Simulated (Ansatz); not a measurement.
ClTl (SMILES [Cl][Tl]), singlet, at a GFN2-xTB geometry (such geometries of metal compounds can be far from the true shape) (core potentials on Tl). Base run: HF/def2-SV(P) in Ansatz (an electronic-structure program).

Ansatz was given this input:
Ansatz 0.2 input:
```yaml
crystal:
  periodic: [false, false, false]
  atoms:
    - {symbol: Tl, position_ang: [-0.00000000, -0.00000000, -0.44980442]}
    - {symbol: Cl, position_ang: [0.00000000, 0.00000000, 2.14318575]}
basis:
  gaussian:
    orbitals: def2-SV_P_.json
hamiltonian:
  xc: hf
```
The basis file holds def2-SV(P) in the JSON format of the Basis Set Exchange.

The bond that is stretched is that between atoms 2 and 1. A test that says stable can miss a lower solution.

The base run was repeated with changes; each row names its change, and settings that it needs were set with it.

```json
[
 {"change": "base", "ΔE vs base (eV)": "0.00", "<S^2>": "0.000", "stability test says": "minimum (restricted orbitals)"},
 {"change": "spin_polarized = on; lower_state_search = off", "ΔE vs base (eV)": "0.00", "<S^2>": "0.000", "stability test says": "undecided (no full test)"},
 {"change": "spin_polarized = on; lower_state_search = standard", "ΔE vs base (eV)": "0.00", "<S^2>": "0.000", "stability test says": "minimum"},
 {"change": "bond × 1.25", "ΔE vs base (eV)": "1.00", "<S^2>": "0.000", "stability test says": "minimum (restricted orbitals)"},
 {"change": "spin_polarized = on; lower_state_search = off; bond × 1.25", "ΔE vs base (eV)": "1.00", "<S^2>": "0.000", "stability test says": "undecided (no full test)"},
 {"change": "spin_polarized = on; lower_state_search = standard; bond × 1.25", "ΔE vs base (eV)": "1.00", "<S^2>": "0.000", "stability test says": "minimum"},
 {"change": "bond × 1.5", "ΔE vs base (eV)": "2.12", "<S^2>": "0.000", "stability test says": "minimum (restricted orbitals)"},
 {"change": "spin_polarized = on; lower_state_search = off; bond × 1.5", "ΔE vs base (eV)": "2.12", "<S^2>": "0.000", "stability test says": "undecided (no full test)"},
 {"change": "spin_polarized = on; lower_state_search = standard; bond × 1.5", "ΔE vs base (eV)": "2.12", "<S^2>": "0.000", "stability test says": "minimum"},
 {"change": "bond × 1.8", "ΔE vs base (eV)": "3.12", "<S^2>": "0.000", "stability test says": "minimum (restricted orbitals)"},
 {"change": "spin_polarized = on; lower_state_search = off; bond × 1.8", "ΔE vs base (eV)": "3.12", "<S^2>": "0.000", "stability test says": "undecided (no full test)"},
 {"change": "spin_polarized = on; lower_state_search = standard; bond × 1.8", "ΔE vs base (eV)": "2.94", "<S^2>": "0.883", "stability test says": "minimum"},
 {"change": "bond × 2.2", "ΔE vs base (eV)": "3.97", "<S^2>": "0.000", "stability test says": "minimum (restricted orbitals)"},
 {"change": "spin_polarized = on; lower_state_search = off; bond × 2.2", "ΔE vs base (eV)": "3.97", "<S^2>": "0.000", "stability test says": "undecided (no full test)"},
 {"change": "spin_polarized = on; lower_state_search = standard; bond × 2.2", "ΔE vs base (eV)": "3.06", "<S^2>": "1.004", "stability test says": "minimum"},
 {"change": "bond × 3.0", "ΔE vs base (eV)": "4.76", "<S^2>": "0.000", "stability test says": "minimum (restricted orbitals)"},
 {"change": "spin_polarized = on; lower_state_search = off; bond × 3.0", "ΔE vs base (eV)": "4.76", "<S^2>": "0.000", "stability test says": "undecided (no full test)"},
 {"change": "spin_polarized = on; lower_state_search = standard; bond × 3.0", "ΔE vs base (eV)": "3.08", "<S^2>": "1.013", "stability test says": "minimum"}
]
```

Where a bond breaks into two radicals, a solution with restricted orbitals usually stops being the lowest and lies too high; an unrestricted one lies lower at the price of spin contamination, which <S^2> shows.
